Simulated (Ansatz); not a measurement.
## Isomers of C2H9AsSi

2 of its isomers, all singlets with charge 0: A = `CC[AsH][SiH3]`; B = `C[As](C)[SiH3]`.

Shapes, held fixed at every level: PBE0-D4/def2-TZVP. Flexible molecules stand in one conformer, not always the lowest. Programs: Ansatz 0.2.0.

Electronic energies in kJ/mol, without zero-point or thermal terms.

```json
{"level": "PBE-D4/def2-TZVPP", "kind": "GGA", "B − A": "-18.2"}
{"level": "r2SCAN-D4/def2-TZVPP", "kind": "meta-GGA", "B − A": "-18.5"}
{"level": "BHLYP-D4/def2-TZVPP", "kind": "global hybrid", "B − A": "-17.3"}
{"level": "r2SCAN0-D4/def2-TZVPP", "kind": "global hybrid", "B − A": "-17.3"}
{"level": "wB97X-V/def2-TZVPP", "kind": "range-separated hybrid", "B − A": "-17.0"}
{"level": "B2PLYP/def2-TZVPP", "kind": "double hybrid", "B − A": "-18.1"}
{"level": "CCSD(T)/def2-TZVPP", "kind": "coupled cluster or CI", "B − A": "-18.9"}
```

The highest level, CCSD(T)/def2-TZVPP, puts B lowest of these. All levels agree on that. The B − A difference spans -18.9 to -17.0 kJ/mol over the levels. Relativity is left out for As unless named. Correlated rows may include outer-core shells of As, which these sets cover unevenly.
